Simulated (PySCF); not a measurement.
**input.py for AsF**

Input:

```python
from pyscf import gto, dft, tdscf

mol = gto.M(
    atom='As 0 0 0; F 0 0 1.79',
    basis='aug-cc-pvdz',
    charge=0,
    spin=2,
    verbose=4,
)
mf = dft.UKS(mol, xc='hcth407')
mf.kernel()
td = tdscf.TDA(mf)
td.nstates = 4
td.kernel()
td.analyze()
mf.dip_moment()
print('orbital energies (hartree):', [e[max(0, n-3):n+3].round(4) for e, n in zip(mf.mo_energy, mol.nelec)])
```

```bash
$ OMP_NUM_THREADS=1 python input.py
```

Output (some set-up lines and the per-cycle HOMO/LUMO lines with their warnings removed):

```
PySCF version 2.14.0

[INPUT] verbose = 4
[INPUT] num. atoms = 2
[INPUT] num. electrons = 42
[INPUT] charge = 0
[INPUT] spin (= nelec alpha-beta = 2S) = 2
[INPUT] symmetry False subgroup None
[INPUT] Mole.unit = angstrom
[INPUT] Symbol           X                Y                Z      unit          X                Y                Z       unit  Magmom
[INPUT]  1 As     0.000000000000   0.000000000000   0.000000000000 AA    0.000000000000   0.000000000000   0.000000000000 Bohr   0.0
[INPUT]  2 F      0.000000000000   0.000000000000   1.790000000000 AA    0.000000000000   0.000000000000   3.382609762971 Bohr   0.0

nuclear repulsion = 87.8020288509721
number of shells = 17
number of NR pGTOs = 121
number of NR cGTOs = 59
basis = aug-cc-pvdz
ecp = {}

******** <class 'pyscf.dft.uks.UKS'> ********
method = UKS
initial guess = minao
damping factor = 0
level_shift factor = 0
DIIS = <class 'pyscf.scf.diis.CDIIS'>
diis_start_cycle = 1
diis_space = 8
diis_damp = 0
SCF conv_tol = 1e-09
SCF conv_tol_grad = None
SCF max_cycles = 50
direct_scf = True
direct_scf_tol = 1e-13
number electrons alpha = 22  beta = 20
XC library pyscf.dft.libxc version 7.0.0
    S. Lehtola, C. Steigemann, M. J.T. Oliveira, and M. A.L. Marques.,  SoftwareX 7, 1–5 (2018)
XC functionals = hcth407
    A. D. Boese and N. C. Handy.,  J. Chem. Phys. 114, 5497 (2001)
radial grids:
    Treutler-Ahlrichs [JCP 102, 346 (1995); DOI:10.1063/1.469408] (M4) radial grids

becke partition: Becke, JCP 88, 2547 (1988); DOI:10.1063/1.454033
pruning grids: <function nwchem_prune>
grids dens level: 3
symmetrized grids: False
atomic radii adjust function: <function treutler_atomic_radii_adjust>
small_rho_cutoff = 0
Set gradient conv threshold to 3.16228e-05
tot grids = 34688
init E= -2336.15065103482

cycle= 1 E= -2336.79173320764  delta_E= -0.641  |g|= 0.412  |ddm|= 0.947
cycle= 2 E= -2335.17187767309  delta_E= 1.62  |g|= 1.96  |ddm|=  1.3
cycle= 3 E= -2336.85945501862  delta_E= -1.69  |g|= 0.0439  |ddm|= 1.07
cycle= 4 E= -2336.86011489515  delta_E= -0.00066  |g|= 0.0305  |ddm|= 0.107
cycle= 5 E= -2336.86079062339  delta_E= -0.000676  |g|= 0.00429  |ddm|= 0.0357
cycle= 6 E= -2336.86080361411  delta_E= -1.3e-05  |g|= 0.00133  |ddm|= 0.013
cycle= 7 E= -2336.86080460046  delta_E= -9.86e-07  |g|= 0.000539  |ddm|= 0.00305
cycle= 8 E= -2336.86080472824  delta_E= -1.28e-07  |g|= 8.52e-05  |ddm|= 0.000524
cycle= 9 E= -2336.86080473248  delta_E= -4.24e-09  |g|= 2.24e-05  |ddm|= 0.000133
cycle= 10 E= -2336.86080473287  delta_E= -3.86e-10  |g|= 5.92e-06  |ddm|= 6.49e-05
Extra cycle  E= -2336.86080473288  delta_E= -1.27e-11  |g|= 4.83e-06  |ddm|= 1.41e-05
converged SCF energy = -2336.86080473288  <S^2> = 2.0081205  2S+1 = 3.0054088

******** <class 'pyscf.tdscf.uks.TDA'> for <class 'pyscf.dft.uks.UKS'> ********
nstates = 4
deg_eia_thresh = 1.000e-03
wfnsym = None
conv_tol = 1e-05
eigh lindep = 1e-12
eigh level_shift = 0
eigh max_cycle = 100

Excitation energies (eV)
[3.31643911 3.31643911 5.7755193  5.79727699]

** Excitation energies and oscillator strengths **
Excited State   1:      3.31644 eV    373.85 nm  f=0.0004
      22a ->   23a     -0.99842
Excited State   2:      3.31644 eV    373.85 nm  f=0.0004
      21a ->   23a      0.99842
Excited State   3:      5.77552 eV    214.67 nm  f=0.0000
      19b ->   22b     -0.70346
      20b ->   21b      0.70346
Excited State   4:      5.79728 eV    213.87 nm  f=0.0000
      19b ->   21b      0.70072
      20b ->   22b     -0.70072

** Transition electric dipole moments (AU) **
state          X           Y           Z        Dip. S.      Osc.
  1        -0.0722      0.0175     -0.0000      0.0055      0.0004
  2         0.0175      0.0722     -0.0000      0.0055      0.0004
  3        -0.0000     -0.0000      0.0000      0.0000      0.0000
  4        -0.0000      0.0000      0.0000      0.0000      0.0000

** Transition velocity dipole moments (imaginary part, AU) **
state          X           Y           Z        Dip. S.      Osc.
  1         0.0316     -0.0076     -0.0000      0.0011      0.0058
  2        -0.0076     -0.0316     -0.0000      0.0011      0.0058
  3        -0.0000     -0.0000      0.0000      0.0000      0.0000
  4        -0.0000      0.0000     -0.0000      0.0000      0.0000

** Transition magnetic dipole moments (imaginary part, AU) **
state          X           Y           Z
  1        -0.1962     -0.8102     -0.0000
  2        -0.8102      0.1962     -0.0000
  3         0.0000     -0.0000     -0.0000
  4        -0.0000      0.0000     -0.0000
Dipole moment(X, Y, Z, Debye):  0.00000, -0.00000, -1.77836
orbital energies (hartree): [array([-0.3831, -0.2183, -0.2183, -0.0959,  0.0047,  0.031 ]), array([-0.372 , -0.3674, -0.3674, -0.1551, -0.1551, -0.0779])]
```

In short: E(SCF) = -2336.860805 Eh, 10 cycles, ⟨S²⟩ = 2.008, μz(SCF) = -1.78 D, first excitations without spin–orbit coupling 3.32, 3.32, 5.78, 5.80 eV.

It ran on Arm Neoverse V1 (1 thread, shared host) in 15 s, peak memory 0.25 GiB.

The bond length is a typed value, not an optimised one. No search for the lowest solution was made.
